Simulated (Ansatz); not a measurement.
The cluster Zn₇Se₆⁺. Charge 1, multiplicity 2. Geometry PBE-D4/def2-SVP.

```
atom   x (Å)   y (Å)   z (Å)
 Zn1  -1.163  -1.683   1.485
 Zn2   1.123   0.369   2.160
 Zn3  -1.380  -0.984  -1.205
 Zn4   3.329  -1.361  -2.427
 Zn5   1.451  -0.462  -0.905
 Zn6   0.212   2.170   0.086
 Zn7  -1.608   1.011   1.391
 Se8   2.485   1.286   0.503
 Se9   0.316  -2.539  -0.241
Se10  -0.118   0.464  -2.712
Se11  -0.833   2.629  -1.987
Se12  -0.678  -0.288   3.456
Se13  -3.136  -0.613   0.396
```

Single mean-field runs in def2-SVP, def2-TZVP are fitted with def2-universal-jkfit. Another isomer (doublet) lies 0.37 eV lower at PBE0-D4/def2-TZVP; other spin states weren't run for this one.

Problem. Estimate the α-spin orbital energies around the gap (eV) in Ansatz with PBE-D4/def2-SVP, PBE-D4/def2-TZVP, r2SCANh-D4/def2-TZVP, PBE0-D4/def2-SVP, PBE0-D4/def2-TZVP.

Solution. 
```tsv
orbital	PBE-D4/def2-SVP	PBE-D4/def2-TZVP	r2SCANh-D4/def2-TZVP	PBE0-D4/def2-SVP	PBE0-D4/def2-TZVP
HOMO−13	-11.87	-11.94	-12.63	-13.02	-13.02
HOMO−12	-11.52	-11.61	-12.30	-12.70	-12.72
HOMO−11	-10.92	-10.99	-11.69	-12.08	-12.08
HOMO−10	-10.86	-10.94	-11.64	-12.03	-12.04
HOMO−9	-10.55	-10.63	-11.31	-11.67	-11.68
HOMO−8	-10.43	-10.50	-11.17	-11.54	-11.54
HOMO−7	-10.07	-10.20	-10.82	-11.18	-11.20
HOMO−6	-10.03	-10.14	-10.77	-11.05	-11.11
HOMO−5	-9.69	-9.78	-10.41	-10.74	-10.77
HOMO−4	-9.63	-9.76	-10.34	-10.64	-10.69
HOMO−3	-9.52	-9.61	-10.21	-10.51	-10.55
HOMO−2	-9.29	-9.39	-9.99	-10.28	-10.33
HOMO−1	-8.93	-9.06	-9.62	-9.87	-9.95
HOMO	-8.29	-8.40	-9.03	-9.27	-9.31
LUMO	-6.54	-6.81	-6.46	-5.88	-6.16
LUMO+1	-6.31	-6.46	-6.06	-5.55	-5.65
LUMO+2	-5.85	-6.09	-5.68	-5.14	-5.35
LUMO+3	-5.60	-5.78	-5.31	-4.84	-4.98
LUMO+4	-5.29	-5.54	-5.03	-4.51	-4.72
LUMO+5	-5.20	-5.44	-4.99	-4.38	-4.64
β HOMO	-8.77	-8.91	-9.40	-9.65	-9.73
β LUMO	-7.88	-7.99	-7.76	-7.42	-7.45
```
